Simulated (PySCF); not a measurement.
C₆H₁₆BNO.
Geometry (PBE0-D3(BJ)/def2-SVP, Å), atoms numbered from 1 in this order:
```xyz
25
C6H16BNO angstrom
C      4.3557    0.0319    0.3927
O      3.0482   -0.3643    0.6937
C      2.0818    0.5286    0.2555
N      0.7793   -0.0210    0.5818
B     -0.4937    0.8923    0.1225
C     -1.8184    0.0494    0.4815
C     -3.0932    0.6428   -0.1666
C     -2.9773   -0.4076   -1.2869
C     -2.0381   -1.2237   -0.3811
H      5.0338   -0.7408    0.7773
H      4.5138    0.1314   -0.6981
H      4.6132    0.9973    0.8685
H      2.1178    0.6869   -0.8382
H      2.1662    1.5159    0.7469
H      0.7283   -0.1815    1.5907
H      0.6872   -0.9440    0.1479
H     -0.3833    1.9424    0.7531
H     -0.3350    1.0597   -1.0875
H     -1.9023   -0.1199    1.5724
H     -3.9950    0.4864    0.4477
H     -3.0581    1.7034   -0.4627
H     -2.4479   -0.0071   -2.1636
H     -3.9017   -0.8959   -1.6330
H     -2.5776   -2.0208    0.1571
H     -1.1589   -1.6893   -0.8678
```

Definitions: NICS(0) = −σiso at the ring centroid; NICS(1) = −σiso and NICS(1)zz = −σzz at ±1 Å along the ring normal z. Level: GIAO HF/pcSseg-1 (PySCF, non-relativistic, gas phase) on the PBE0-D3(BJ)/def2-SVP geometry, one conformer.

Ring bond lengths (Å): C6–C7 1.548, C7–C8 1.540, C8–C9 1.539, C9–C6 1.553.

Problem. What do the NICS probes read (ppm)?

Solution. 
```
       ring                                            type  NICS(0)  NICS(1), two faces  NICS(1)zz, two faces  rms pucker (Å)  centre to ring atoms, mean (Å)
C6–C7–C8–C9  4-membered carbocycle; formal bonds all single     -0.7         -0.4 / -1.3             3.3 / 2.2            0.12                            1.09
```

Problem. What do they say, and how far can they be read as aromaticity?

Solution. 
- C6–C7–C8–C9: mean NICS(1)zz 2.7 ppm, near zero. C6, C7, C8, C9 have four or more neighbours, and the NICS criterion for π rings isn't applied.

Problem. What are the shieldings of the ring atoms and their hydrogens in the same run (means over atoms taken as equivalent)?

Solution. 
| atoms | environment | σ isotropic (ppm) | principal values of the symmetric part, first atom (ppm) |
| --- | --- | --- | --- |
| C6 | sp3 carbon bound to boron | 170.6 | 155.3, 175.2, 181.4 |
| C7 (×2) | four-membered-ring carbon | 167.4 | 155.3, 167.3, 181.3 |
| C8 | four-membered-ring carbon | 171.3 | 155.8, 171.8, 186.3 |
| H19 | methine hydrogen | 30.85 | 26.4, 29.8, 36.4 |
| H20 (×2) | methylene hydrogen | 29.78 | 26.5, 27.0, 35.7 |
| H21 (×2) | methylene hydrogen | 30.58 | 26.1, 28.0, 36.9 |
| H22 | methylene hydrogen | 29.63 | 25.7, 28.4, 34.7 |
| H23 | methylene hydrogen | 30.10 | 26.3, 26.3, 37.7 |

Problem. How do the values depend on the level or the medium?

Solution. 
| level | NICS(0), C6–C7–C8–C9 | mean NICS(1)zz, C6–C7–C8–C9 |
| --- | --- | --- |
| HF/pcSseg-1, gas | -0.7 | 2.7 |
| PBE0/pcSseg-1, gas | -0.7 | 3.4 |
| PBE0/pcSseg-1, IEF-PCM acetonitrile | -0.7 | 3.4 |
| PBE0/pcSseg-1, IEF-PCM cyclohexane | -0.7 | 3.4 |

The geometry is the same throughout; the continuum's cavity takes Bondi-type radii × 1.2.

Time: 25 s; peak memory 1.1 GiB. Hardware: an Arm Neoverse V2 with one thread, shared host with 96 logical CPUs at a one-minute load of 60. This is the whole shielding run at HF/pcSseg-1, SCF included.
